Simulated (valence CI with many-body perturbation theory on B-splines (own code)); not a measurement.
# Missing levels of In²⁶⁺

Calculated by configuration interaction combined with many-body perturbation theory (CI+MBPT): five valence electrons over a frozen Dirac-Fock core [Ar], a basis of 7 s, 7 p, 8 d, 6 f, 4 g, 1 h functions for each j, with the one-electron correlation potential Σ1, the two-electron term Σ2, the three-electron term Σ3, Breit, model QED; selected CI, second order for the rest, scaled by the run's own slope (own B-spline code, finite nucleus).

No measured spectrum was set against this ion. As an estimate, large intervals hold to a few tenths of a per cent, small ones and those within an open d or f shell to about a per cent. Only levels of the ground parity were solved; by the run's estimate the other parity begins above the list, which can be wrong where configurations are misplaced.

| Level | E (eV) |
| --- | --- |
| (3d3/2^3 3d5/2^2) J=5/2 [a] | 0.000 |
| (3d3/2^4 3d5/2) J=5/2 | ? |
| (3d3/2^3 3d5/2^2) J=7/2 [a] | 15.103 |
| (3d3/2^3 3d5/2^2) J=3/2 | 15.597 |
| (3d3/2^3 3d5/2^2) J=11/2 | ? |
| (3d3/2^3 3d5/2^2) J=5/2 [b] | 16.751 |
| (3d3/2^3 3d5/2^2) J=9/2 | 16.957 |
| (3d3/2^3 3d5/2^2) J=1/2 | 18.124 |
| (3d3/2^2 3d5/2^3) J=7/2 [a] | 20.997 |
| (3d3/2^3 3d5/2^2) J=5/2 [c] | ? |
| (3d3/2^2 3d5/2^3) J=11/2 | 23.830 |
| (3d3/2^3 3d5/2^2) J=7/2 [b] | 24.338 |
| (3d3/2^2 3d5/2^3) J=1/2 [a] | 24.480 |
| (3d3/2^2 3d5/2^3) J=3/2 [a] | 24.835 |
| (3d3/2^2 3d5/2^3) J=9/2 [a] | 25.863 |
| (3d3/2^2 3d5/2^3) J=3/2 [b] | ? |
| (3d3/2^2 3d5/2^3) J=13/2 | ? |
| (3d3/2^2 3d5/2^3) J=5/2 [a] | ? |
| (3d3/2^2 3d5/2^3) J=9/2 [b] | 30.626 |
| (3d3/2^2 3d5/2^3) J=5/2 [b] | 31.174 |

Levels are named by their leading jj configuration (3d3/2^4 stands for four electrons in 3d with j = 3/2), which in mixed levels can hold well under half, so a name can repeat and another be missing. Letters in brackets count levels of one name in rising energy.

Task: The levels stand in rising order. What does the calculation give for the missing energies?

Result: (3d3/2^4 3d5/2) J=5/2 10.571; (3d3/2^3 3d5/2^2) J=11/2 15.765; (3d3/2^3 3d5/2^2) J=5/2 [c] 21.857; (3d3/2^2 3d5/2^3) J=3/2 [b] 26.054; (3d3/2^2 3d5/2^3) J=13/2 26.187; (3d3/2^2 3d5/2^3) J=5/2 [a] 27.715.
